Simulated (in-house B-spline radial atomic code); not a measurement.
Configurations of Hf5+, with energies counted from [Xe] 4f13. Computed with a B-spline radial code for spherical atoms: Dirac-Hartree-Fock, average of configuration, Fermi nucleus of rms radius 5.347 fm. Energies include first-order Breit, QED and recoil terms.

Occupations are held fixed; configurations that lie above the ionisation limit could autoionise.

```
             configuration  E - E(ref) (eV)  highest orbital  its <r> (bohr)
             [Xe] 4f12 5d1            28.71            5d5/2           1.636
             [Xe] 4f12 6p1           47.654            6p3/2           2.822
             [Xe] 4f12 8s1           72.254            8s1/2           6.574
             [Xe] 4f12 9g1           84.943            9g7/2           18.43
[Kr] 4d10 4f13 5s2 5p5 8d1           87.782            8d5/2           8.676
[Kr] 4d10 4f13 5s2 5p5 9d1           91.373            9d5/2           11.96
 [Kr] 4d9 4f13 5s2 5p6 5g1           276.52            5g7/2           4.532
 [Kr] 4d9 4f13 5s2 5p6 6g1           282.51            6g7/2           7.247
 [Kr] 4d9 4f13 5s2 5p6 9s1           283.09            9s1/2           9.386
 [Kr] 4d9 4f13 5s2 5p6 7g1           286.13            7g7/2           10.47
```

Problem. Order these further configurations by energy, lowest first.
A. [Kr] 4d10 4f13 5s2 5p5 9s1
B. [Kr] 4d10 4f13 5s2 5p5 6g1
C. [Xe] 4f12 9s1
D. [Kr] 4d9 4f13 5s2 5p6 9p1
E. [Kr] 4d10 4f13 5s2 5p5 7g1

Solution. C (77.93 eV), B (87.591 eV), A (88.236 eV), E (91.217 eV), D (284.33 eV).

Problem. How far above the reference does [Kr] 4d10 4f13 5s2 5p5 9g1 lie?

Solution. 95.192 eV; its least bound orbital is 9g7/2 with <r> = 18.43 bohr.

Problem. How far above the reference does [Kr] 4d9 4f13 5s2 5p6 6p1 lie?

Solution. 252.78 eV; its least bound orbital is 6p3/2 with <r> = 2.819 bohr.

Problem. How far above the reference does [Kr] 4d9 4f13 5s2 5p6 7s1 lie?

Solution. 266.94 eV; its least bound orbital is 7s1/2 with <r> = 4.252 bohr.
